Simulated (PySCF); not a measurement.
**[HgOF]− at several levels of theory**

Computed with PySCF 2.14.0 (density fitting, no spin-orbit coupling) at the geometry relaxed with PBE0:

```xyz
3
[HgOF]− (singlet)
Hg    0.0129    0.0000    0.3426
O     1.8886    0.0000    0.2861
F    -2.0082    0.0000    0.4122
```

```tsv
level	basis	state	HOMO (eV)	gap (eV)	charge on Hg1 (e)	dipole about the centre of mass (D)	largest force component (eV/Å)
PBE0	Hg def2-SVP with ECP60, O def2-SVP, F def2-SVP	singlet	-0.40	5.34	0.27	1.97	0.03
PBE	the same	singlet	1.00	3.01	0.11	1.75	0.54
M06-L	the same	singlet	0.93	3.46	0.32	1.88	0.75
```

Charges are Mulliken's, which hang on the basis. The relaxation used the grid (50, 194), these runs (75, 302) or, all-electron (x2c bases, spin-free X2C Hamiltonian), (99, 590).

Problem. What does PBE0 with Hg def2-TZVP with ECP60, O def2-TZVP, F def2-TZVP give here?

Solution. state singlet, HOMO (eV) -0.92, gap (eV) 5.30, charge on Hg1 (e) 0.49, dipole about the centre of mass (D) 2.25, largest force component (eV/Å) 0.16. Time: 7.4 s on 2 threads of Arm Neoverse V2 (shared host), from free ions and atoms.

In the first row's basis the gap widens with exact exchange: 3.0 to 3.5 eV for PBE, M06-L (none); 5.3 eV for PBE0 (a fixed share).

The highest filled level of some runs lies above zero, as often for anions with such functionals and bases.
